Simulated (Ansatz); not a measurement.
Steps of a relaxation of C2H8OSi2 (`CC(=O)[SiH2][SiH3]`) with RKS PBE0-D4/def2-TZVP.

```sh
$ ansatz run in.yaml --threads 4 --pin off --events-out ev --progress --plain --max-ram 10444MiB
```

```yaml
crystal:
  periodic: [false, false, false]
  atoms:
    - {symbol: C, position_ang: [-2.138132, 0.340942, 0.490887]}
    - {symbol: C, position_ang: [-0.978656, 0.718533, -0.405809]}
    - {symbol: O, position_ang: [-1.115216, 1.000566, -1.586516]}
    - {symbol: Si, position_ang: [0.845399, 0.706060, 0.322037]}
    - {symbol: Si, position_ang: [1.895226, -1.220560, -0.528637]}
    - {symbol: H, position_ang: [-2.225796, 1.079361, 1.316461]}
    - {symbol: H, position_ang: [-1.944201, -0.641305, 0.973197]}
    - {symbol: H, position_ang: [-3.080160, 0.305745, -0.089180]}
    - {symbol: H, position_ang: [0.874392, 0.677284, 1.831264]}
    - {symbol: H, position_ang: [1.540812, 1.946305, -0.164928]}
    - {symbol: H, position_ang: [1.931139, -1.158661, -2.030242]}
    - {symbol: H, position_ang: [1.115596, -2.440223, -0.111516]}
    - {symbol: H, position_ang: [3.299998, -1.348746, -0.002118]}
basis:
  gaussian: {orbitals: def2-TZVP}
hamiltonian: {xc: pbe0, dispersion: d4}
relax: {f_tol: 0.005, max_steps: 150}
```

Positions (Å) and forces (eV/Å) along the path, 11 of 21 steps:

```xyz
13
step=1 energy=-19996.9103 eV
C    -2.138    0.341    0.491   -0.166   -0.019    0.027
C    -0.979    0.719   -0.406    0.007    0.170   -0.662
O    -1.115    1.001   -1.587    0.067   -0.296    1.222
Si    0.845    0.706    0.322   -0.012    0.106   -0.031
Si    1.895   -1.221   -0.529    0.060   -0.157   -0.077
H    -2.226    1.079    1.316    0.058   -0.326   -0.413
H    -1.944   -0.641    0.973   -0.071    0.462   -0.266
H    -3.080    0.306   -0.089    0.436    0.009    0.295
H     0.874    0.677    1.831   -0.076    0.019   -0.328
H     1.541    1.946   -0.165   -0.163   -0.246    0.105
H     1.931   -1.159   -2.030   -0.003   -0.013    0.313
H     1.116   -2.440   -0.112    0.161    0.253   -0.079
H     3.300   -1.349   -0.002   -0.298    0.039   -0.107
13
step=2 energy=-19996.9549 eV
C    -2.125    0.340    0.490   -0.020   -0.008    0.046
C    -0.967    0.715   -0.394    0.051    0.001   -0.045
O    -1.108    1.001   -1.561   -0.017   -0.023    0.116
Si    0.849    0.699    0.313   -0.126    0.062    0.025
Si    1.887   -1.221   -0.530    0.047   -0.059   -0.011
H    -2.208    1.069    1.309    0.009   -0.102   -0.108
H    -1.934   -0.636    0.959   -0.030    0.132   -0.062
H    -3.058    0.310   -0.082    0.139    0.008    0.072
H     0.840    0.682    1.808    0.017   -0.011   -0.081
H     1.525    1.937   -0.164   -0.033   -0.069    0.022
H     1.927   -1.162   -2.018   -0.005   -0.001    0.075
H     1.116   -2.428   -0.111    0.035    0.067   -0.018
H     3.278   -1.339   -0.004   -0.068    0.003   -0.030
13
step=3 energy=-19996.9578 eV
C    -2.121    0.340    0.490    0.014   -0.014   -0.014
C    -0.968    0.713   -0.399    0.015    0.030    0.049
O    -1.116    1.009   -1.560   -0.006   -0.006   -0.025
Si    0.839    0.696    0.309    0.007   -0.011   -0.007
Si    1.890   -1.219   -0.524   -0.010    0.001   -0.012
H    -2.195    1.061    1.310    0.003    0.007    0.006
H    -1.934   -0.635    0.950   -0.002   -0.010    0.006
H    -3.052    0.319   -0.077   -0.013    0.000   -0.008
H     0.840    0.671    1.799   -0.013    0.008    0.005
H     1.515    1.929   -0.168    0.002    0.010    0.002
H     1.927   -1.160   -2.008    0.002   -0.010   -0.011
H     1.119   -2.420   -0.104    0.000   -0.013    0.002
H     3.278   -1.338   -0.003    0.001    0.008    0.007
13
step=4 energy=-19996.9579 eV
C    -2.118    0.339    0.489    0.001    0.019   -0.004
C    -0.966    0.720   -0.396    0.017   -0.053    0.010
O    -1.114    1.010   -1.559   -0.009    0.023   -0.014
Si    0.840    0.698    0.310   -0.009    0.017   -0.005
Si    1.886   -1.220   -0.526   -0.005    0.000   -0.003
H    -2.199    1.059    1.309   -0.004    0.003    0.011
H    -1.927   -0.636    0.950    0.004   -0.008    0.001
H    -3.048    0.312   -0.079   -0.009    0.000   -0.005
H     0.837    0.676    1.800    0.000   -0.003    0.005
H     1.517    1.931   -0.165    0.011    0.002    0.000
H     1.924   -1.166   -2.010    0.000    0.000   -0.004
H     1.116   -2.422   -0.105   -0.002   -0.002    0.005
H     3.272   -1.336   -0.002    0.005    0.002    0.003
13
step=8 energy=-19996.9583 eV
C    -2.113    0.330    0.485   -0.004    0.000    0.014
C    -0.968    0.733   -0.398   -0.022    0.012   -0.041
O    -1.125    1.052   -1.554    0.011   -0.007    0.032
Si    0.840    0.706    0.301    0.023   -0.013    0.007
Si    1.881   -1.222   -0.520   -0.005    0.003    0.001
H    -2.188    1.028    1.325    0.000   -0.005   -0.007
H    -1.921   -0.657    0.919    0.001    0.005   -0.006
H    -3.047    0.319   -0.078    0.000   -0.002    0.001
H     0.835    0.681    1.792    0.000    0.005    0.001
H     1.528    1.933   -0.174   -0.004    0.001   -0.002
H     1.912   -1.189   -2.005   -0.001   -0.001    0.001
H     1.115   -2.419   -0.077    0.001    0.001   -0.001
H     3.271   -1.328    0.000   -0.001    0.001   -0.001
13
step=10 energy=-19996.9586 eV
C    -2.106    0.315    0.477    0.007    0.001    0.017
C    -0.966    0.755   -0.399   -0.024    0.002   -0.026
O    -1.132    1.107   -1.543    0.010   -0.009    0.039
Si    0.843    0.717    0.296    0.011   -0.004    0.007
Si    1.870   -1.225   -0.509   -0.004   -0.002   -0.004
H    -2.182    0.984    1.340    0.003   -0.015   -0.023
H    -1.905   -0.686    0.876   -0.001    0.023   -0.014
H    -3.042    0.317   -0.083    0.002   -0.003    0.005
H     0.839    0.701    1.787    0.001    0.004   -0.001
H     1.540    1.936   -0.187   -0.003   -0.001   -0.002
H     1.884   -1.216   -1.995   -0.001   -0.001    0.006
H     1.108   -2.414   -0.039    0.003    0.005   -0.003
H     3.266   -1.325   -0.005   -0.003    0.000   -0.001
13
step=14 energy=-19996.9587 eV rejected
C    -2.089    0.288    0.463    0.007   -0.002    0.005
C    -0.960    0.783   -0.395    0.000    0.003   -0.017
O    -1.132    1.177   -1.524   -0.003   -0.004    0.019
Si    0.853    0.741    0.294   -0.027   -0.003    0.001
Si    1.845   -1.227   -0.494    0.021    0.005    0.000
H    -2.176    0.922    1.352    0.000   -0.005   -0.005
H    -1.867   -0.723    0.822   -0.002    0.009   -0.001
H    -3.026    0.293   -0.095    0.000    0.001   -0.002
H     0.854    0.742    1.785    0.004   -0.002    0.001
H     1.556    1.948   -0.208    0.007   -0.007   -0.004
H     1.838   -1.242   -1.979   -0.002    0.003    0.000
H     1.078   -2.402    0.003   -0.007    0.008    0.004
H     3.246   -1.335   -0.008    0.004   -0.006   -0.001
13
step=15 energy=-19996.9588 eV
C    -2.092    0.292    0.465    0.007   -0.001    0.004
C    -0.962    0.780   -0.396   -0.002   -0.003   -0.007
O    -1.133    1.169   -1.527   -0.002   -0.001    0.010
Si    0.851    0.737    0.294   -0.002    0.000    0.002
Si    1.851   -1.226   -0.495    0.001   -0.001   -0.004
H    -2.178    0.929    1.351    0.000   -0.004   -0.005
H    -1.874   -0.718    0.828   -0.002    0.008   -0.002
H    -3.029    0.297   -0.093    0.000    0.000    0.000
H     0.853    0.736    1.785    0.000    0.001    0.000
H     1.555    1.944   -0.207    0.001   -0.002    0.000
H     1.844   -1.236   -1.980    0.001    0.000    0.000
H     1.082   -2.401    0.000   -0.001    0.002    0.001
H     3.252   -1.336   -0.009    0.000    0.001    0.001
13
step=16 energy=-19996.9588 eV
C    -2.090    0.289    0.464    0.002   -0.004    0.000
C    -0.961    0.782   -0.396    0.001    0.008   -0.004
O    -1.134    1.176   -1.524   -0.002   -0.003    0.004
Si    0.851    0.739    0.293   -0.003   -0.003   -0.001
Si    1.848   -1.226   -0.494    0.003    0.001    0.001
H    -2.176    0.923    1.352    0.000    0.001    0.001
H    -1.870   -0.722    0.823   -0.001    0.000    0.001
H    -3.028    0.295   -0.093   -0.001    0.000   -0.001
H     0.854    0.740    1.784    0.000    0.000    0.000
H     1.556    1.944   -0.210    0.001   -0.001   -0.001
H     1.842   -1.239   -1.979    0.000    0.001   -0.001
H     1.078   -2.399    0.002   -0.001    0.000    0.001
H     3.249   -1.337   -0.007    0.001   -0.001    0.000
13
step=19 energy=-19996.9588 eV
C    -2.087    0.284    0.462   -0.004   -0.001   -0.001
C    -0.962    0.787   -0.395    0.005    0.002   -0.008
O    -1.138    1.190   -1.520   -0.002   -0.001    0.003
Si    0.852    0.742    0.291    0.002   -0.001    0.002
Si    1.846   -1.226   -0.491   -0.002    0.001    0.001
H    -2.175    0.913    1.354    0.000    0.003    0.003
H    -1.863   -0.727    0.816    0.001   -0.004    0.002
H    -3.026    0.290   -0.093    0.000    0.000   -0.001
H     0.856    0.746    1.781    0.000    0.000    0.000
H     1.560    1.945   -0.216    0.000    0.001    0.000
H     1.841   -1.242   -1.977    0.000    0.000   -0.001
H     1.070   -2.396    0.006    0.000   -0.001    0.000
H     3.246   -1.341   -0.002    0.000    0.000    0.000
13
step=21 energy=-19996.9589 eV
C    -2.086    0.282    0.462   -0.002    0.000    0.000
C    -0.962    0.790   -0.395    0.001    0.001   -0.003
O    -1.140    1.197   -1.519    0.000   -0.001    0.003
Si    0.852    0.744    0.289    0.001    0.000    0.002
Si    1.844   -1.227   -0.490    0.000    0.000   -0.001
H    -2.174    0.908    1.356    0.000    0.000   -0.001
H    -1.859   -0.730    0.812    0.000    0.000    0.000
H    -3.025    0.288   -0.093    0.001    0.000    0.001
H     0.857    0.749    1.780    0.000    0.000    0.000
H     1.561    1.945   -0.219    0.000    0.000    0.000
H     1.843   -1.244   -1.976    0.000    0.000    0.000
H     1.066   -2.395    0.006    0.000    0.000    0.000
H     3.243   -1.344    0.002    0.000    0.000    0.000
```

Run time 64 s (4 threads of an Arm Neoverse V2 on a shared host); peak host memory 0.61 GiB.
